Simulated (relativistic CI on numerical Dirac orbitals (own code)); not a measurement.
# W XIV: sensitivity of the levels to the model

Base calculation: Dirac-Coulomb-Breit CI, KLI orbitals optimised for each configuration, model QED (radiative potential, 1s self-energy scaled to tabulated hydrogen-like ionisation energies), unscaled Slater integrals.

Configuration list (outside the closed core [Kr] 4d10): 4f¹³5s², 4f¹²5s²5p, 4f¹⁴5s, 4f¹³5s5p, 4f¹²5s5p², 4f¹⁴5p, 4f¹³5s5d, 4f¹²5s²5d, 4f¹⁴5d, 4f¹³5s5f, 4f¹¹5s²5p6s, 4f¹³5p5d, 4f¹²5s²6s. Double excitations out of closed p, d and f shells are left out; levels of such configurations are missing from the list, as are those of other unlisted configurations, and high levels can miss mixing partners.

The lowest level and the first level of each name with at least 55 % of one term (blank where a level has no safe partner in the second run):

```tsv
Level	Base (cm⁻¹)	Shift (cm⁻¹)
4f¹³5s² ²F°7/2	0.0	0.0
4f¹³5s² ²F°5/2	17502.1	+876.6
4f¹²5s²5p ⁴G°11/2	60872.0	-3910.7
4f¹²5s²5p ⁴I°11/2	80670.3	-3057.2
4f¹²5s²5p ²K°13/2	124601.6	-2831.3
4f¹²5s²5p ²H°11/2	127301.4	-2935.5
4f¹²5s²5p ⁴I°15/2	176657.6	-2348.6
4f¹⁴5s ²S1/2	186469.9	+2680.2
4f¹²5s²5p ⁴H°13/2	191911.0	-2424.4
4f¹²5s²5p ²P°1/2	195553.4	-3370.7
4f¹²5s²5p ⁴I°13/2	196274.2	-1648.9
4f¹²5s²5p ²K°15/2	236584.9	-1414.9
4f¹³5s5p ⁴G5/2	236646.0	-441.3
```

At this charge transitions that keep the count of f electrons are usually good to a few per cent. Terms inside the open d or f shell come out 10 to 20 % too wide with unscaled integrals. Levels and lines within the n = 5 or 6 shells can be off by up to 10 % or somewhat more, and those that change n by about 2 %, since core polarisation is missing. Levels that differ in their count of f electrons can be misplaced by several ten thousand cm⁻¹, since the correlation energy of f electrons is missing or only estimated; rates across such gaps can be off by orders of magnitude.

Task: One thing was changed in a second run, which moved the levels as shown. Which?
A. Breit term removed
B. non-relativistic limit
C. QED terms removed
D. configuration mixing switched off

Result: A. Breit term removed. The Breit term mainly narrows fine-structure intervals, so removing it widens them.

LS names give the leading component of a level, which can be under half, so a name can repeat, a term be missing and a line seem to break the LS rules.
